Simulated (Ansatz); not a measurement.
Isolated molecules relaxed with PBE0-D4/def2-TZVP in Ansatz; ΔE leaves out vibrations. CCSD(T)/CBS adds triple-zeta CCSD(T) − MP2 to the extrapolated MP2 energy (def2 sets, frozen cores). Functionals use def2-TZVPP. For Ge outer-core shells are correlated without core-valence functions, which leaves a few kJ/mol of doubt a bond. Scalar relativity is left out up to krypton. One conformer a species, not always the lowest.

Consider the formal exchange of groups at a Ge–Si bond: `O[SiH](S)[GeH3]` + `C[SiH2]C` → `C[SiH](C)[GeH3]` + `O[SiH2]S`.

```json
{"level": "PBE-D4", "ΔE (kJ/mol)": "-7.8"}
{"level": "r2SCAN-D4", "ΔE (kJ/mol)": "-8.5"}
{"level": "B2PLYP", "ΔE (kJ/mol)": "-9.5"}
{"level": "HF/def2-TZVPP", "ΔE (kJ/mol)": "-10.6"}
{"level": "SCS-MP2/def2-TZVPP", "ΔE (kJ/mol)": "-11.6"}
{"level": "HF/def2-QZVPP", "ΔE (kJ/mol)": "-10.3"}
{"level": "MP2/def2-QZVPP", "ΔE (kJ/mol)": "-11.2"}
{"level": "MP2/CBS(def2)", "ΔE (kJ/mol)": "-11.0"}
```

(1) What does CCSD(T)/CBS give? (Best estimate.)

Largest T1 diagnostic among the species: 0.012.

Results:

(1) Computed: -10.3 kJ/mol. The listed levels differ from it by 2.5, 1.8, 0.8, -0.3, -1.3, 0.0, -0.9, -0.7 kJ/mol.
